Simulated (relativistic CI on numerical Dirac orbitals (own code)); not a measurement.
Fe3+ (3d5) in a crystal field

Calculated by Dirac-Coulomb-Breit CI, separate exchange-only KLI orbitals for each configuration, model QED (radiative potential, 1s self-energy scaled to tabulated hydrogen-like ionisation energies), valence Slater integrals scaled by 0.75, one configuration in a parametric crystal field (own radial code).

Field parameters in Wybourne normalisation: Oh B⁴₀ = 21Dq, B⁴₄ = √(5/14) B⁴₀. The field is a parameter set, without covalency.

S is read from ⟨S²⟩ = S(S + 1).

Site symmetry Oh; labels are those of the double group. Computed levels in cm⁻¹ above the lowest, in rising order:

```tsv
Δ (size of 10Dq)	Lowest	No. 2	No. 3	No. 4	No. 5	No. 6	No. 7	No. 8
4100	Γ7+Γ8	25293 Γ7	25316 Γ8	25377 Γ8	25436 Γ6	27092 Γ7	27138 Γ8	27187 Γ6
7400	Γ7	0 Γ8	22380 Γ7	22417 Γ8	22506 Γ8	22576 Γ6	26025 Γ7	26084 Γ8
10700	Γ7	0 Γ8	19266 Γ7	19333 Γ8	19446 Γ8	19525 Γ6	24024 Γ7	24207 Γ8
14050	Γ7	0 Γ8	15910 Γ7	16096 Γ8	16259 Γ8	16348 Γ6	18165 Γ7	18763 Γ8
17300	Γ7	0 Γ8	11423 Γ7	12258 Γ8	13116 Γ8	13225 Γ6	13380 Γ8	13397 Γ7
20600	Γ7	0 Γ8	5353 Γ7	6213 Γ8	9893 Γ8	9976 Γ8	9987 Γ7	10032 Γ6
23950	Γ7	837 Γ8	1031 Γ7	1037 Γ8	7662 Γ8	7722 Γ7	7731 Γ8	7805 Γ6
27250	Γ7	832 Γ8	7326 Γ8	7328 Γ7	10822 Γ8	10852 Γ8	10873 Γ7	10927 Γ6
30500	Γ7	824 Γ8	13139 Γ8	13156 Γ7	13945 Γ8	14033 Γ6	14418 Γ8	14437 Γ7
33800	Γ7	818 Γ8	16848 Γ8	16879 Γ7	17116 Γ8	17206 Γ6	20302 Γ8	20303 Γ7
37100	Γ7	812 Γ8	20091 Γ8	20119 Γ7	20303 Γ8	20395 Γ6	26691 Γ8	26692 Γ7
40400	Γ7	807 Γ8	23307 Γ8	23333 Γ7	23503 Γ8	23597 Γ6	30656 Γ6	30660 Γ8
```

Ground-state S against |10Dq| in cm⁻¹: 4100: 2.50, 7400: 2.50, 10700: 2.50, 14050: 2.50, 17300: 2.50, 20600: 2.50, 23950: 0.53, 27250: 0.51, 30500: 0.50, 33800: 0.50, 37100: 0.50, 40400: 0.50.

The spin changes between |10Dq| = 20600 and 23950 cm⁻¹.
